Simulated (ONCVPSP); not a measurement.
# Ir (Z = 77): ONCV pseudisation with PBE, fully relativistic reference atom.

- Element: iridium (Ir)
- Generator: ONCVPSP 4.0.1
- Type: optimised norm-conserving Vanderbilt (ONCV)
- Functional: PBE
- Relativity: fully relativistic
- Frozen core: [Xe] 4f14
- Valence charge: 9
- Reference configuration: 5d7 6s0.5 (charge +1.5)
- Partial waves: 6s: rc 2.45 bohr, ncon 4, nbas 8, qcut 2.4 1/bohr, 3 projectors, debl 2.8 Ha; p scattering state at 0.14 Ha: rc 2.20 bohr, ncon 4, nbas 8, qcut 4 1/bohr, 2 projectors, debl 4 Ha; 5d: rc 2.25 bohr, ncon 4, nbas 8, qcut 6.9 1/bohr, 3 projectors, debl 2.2 Ha
- Local potential: polynomial inside 1.50 bohr (lpopt 3, dvloc0 -1 Ha)
- Core correction: Teter function, fcfact 5.5, rcfact 1.55

Open shells are filled in proportion to 2j + 1.

In the p channel the program set the typed energies aside and used 0.050, 4.050 Ha (j = l + 1/2; the other j can differ).

Poles of the logarithmic derivatives, all-electron (AE) and pseudo (PS). s: poles at 0.6 (AE) and 0.6 (PS) Ha. p3/2: poles at 2.7 (AE) and 2.2, 3.0 (PS) Ha. p1/2: poles at 2.2 (AE) and 1.9, 3.0 (PS) Ha. d5/2: poles at -0.3, 4.1 (AE) and -0.3, 4.1 (PS) Ha. d3/2: poles at -0.4, 4.0 (AE) and -0.4, 4.0 (PS) Ha. Test radii: s 2.49, p3/2 2.23, p1/2 2.23, d5/2 2.29, d3/2 2.29 bohr.

- Cutoffs needed: 16 Ha and 27 Ha (the cutoffs (Ha) at which the residual kinetic energy of the hardest occupied pseudo-wave falls to 1 and 0.1 mHa per electron)
- Ghost test: no bound ghost flagged; GHOST(+) flagged for p3/2 at 73.2 eV, p1/2 at 78.2 eV, s at 80.0 eV
- Largest excitation error: -138 meV (all-electron minus pseudo) for 5d7 6s2, out of 4 test configurations
- rms error of d²Exc/dni dnj: 9.76 mHa without and 0.80 mHa with the model core
